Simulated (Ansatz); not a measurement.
A run on CH6SSiZn (`[CH3][Zn][S][SiH3]`) with other settings.

```yaml
crystal:
  periodic: [false, false, false]
  atoms:
    - {symbol: C, position_ang: [-1.498258, 1.983137, 0.291438]}
    - {symbol: Zn, position_ang: [0.165843, 1.013459, 0.137013]}
    - {symbol: S, position_ang: [2.067498, -0.033803, -0.028168]}
    - {symbol: Si, position_ang: [1.312161, -2.003442, -0.293175]}
    - {symbol: H, position_ang: [-2.221688, 1.406866, 0.871859]}
    - {symbol: H, position_ang: [-1.922284, 2.176797, -0.695745]}
    - {symbol: H, position_ang: [-1.337756, 2.939475, 0.793231]}
    - {symbol: H, position_ang: [0.495121, -2.129361, -1.530718]}
    - {symbol: H, position_ang: [0.461598, -2.436509, 0.848983]}
    - {symbol: H, position_ang: [2.477766, -2.916619, -0.394728]}
basis:
  gaussian: {orbitals: def2-mTZVP, nuclear_model: gaussian}
hamiltonian: {xc: {name: BLYP}}
accuracy: high
```

```sh
$ ansatz run in.yaml --threads 4 --pin off --events-out ev --progress --plain --max-ram 10444MiB
```

Output, abridged:

```
Functional definition: BLYP
2385 factors; integrals over basis functions are off by at most 2.0e-8 eV
mean field evaluation 1: about -68254.8608 eV, gradient 9.5e1 eV
mean field evaluation 2: about -68214.7147 eV, gradient 1.8e2 eV
mean field evaluation 4: about -68270.1046 eV, gradient 1.7e1 eV
mean field evaluation 8: about -68270.5726 eV, gradient 4.5e-1 eV
mean field evaluation 16: about -68270.5730 eV, gradient 3.5e-5 eV
mean field -68270.57300670 eV, -2508.8972825397 hartree, gradient 5.2e-8 eV, S^2 0.000000; 0 other end points of the search recorded, 0 dependent functions left out
reference -68270.57307300 eV, -2508.8972849764 hartree; 36, 36 occupied and 78, 78 virtual orbitals, 2385 factors
Total energy: -68270.57307300 eV, -2508.8972849764 hartree
```

Hardware: 4 threads of an Intel Xeon Platinum 8488C on a shared host. Wall time 2.4 s, peak host memory 0.34 GiB.
